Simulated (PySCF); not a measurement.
**Ionisation energy of Fe by level of theory**

Fe [Ar] 3d6 4s2 (5D) → Fe⁺ [Ar] 3d6 4s1 (6D), as a difference of total energies. Calculation: PySCF 2.14, in aug-cc-pwCVQZ (11s10p8d5f4g3h, 185 functions); the non-relativistic Hamiltonian (point nucleus). Correlated levels: valence: [Ar] frozen; valence and next inner shell: [Ne] frozen; nothing frozen. The calculations carry no spin-orbit coupling.

```tsv
method	ionisation energy (eV)	difference from reference (eV)
UHF	6.361	-1.543
LDA	8.026	+0.122
PBE	7.724	-0.180
PBE0	7.536	-0.368
MP2 (valence)	7.483	-0.421
SCS-MP2 (valence)	7.678	-0.226
MP2 (valence and next inner shell)	7.584	-0.320
SCS-MP2 (valence and next inner shell)	7.691	-0.213
MP2 (all electrons)	7.584	-0.320
SCS-MP2 (all electrons)	7.691	-0.213
```

Reference: 7.904 eV (measured; NIST levels, between the centres of gravity of the two terms).

These non-relativistic numbers lack the scalar-relativistic shift.

MP2 underrates the near-degeneracy of ns² with np² in the lower species.
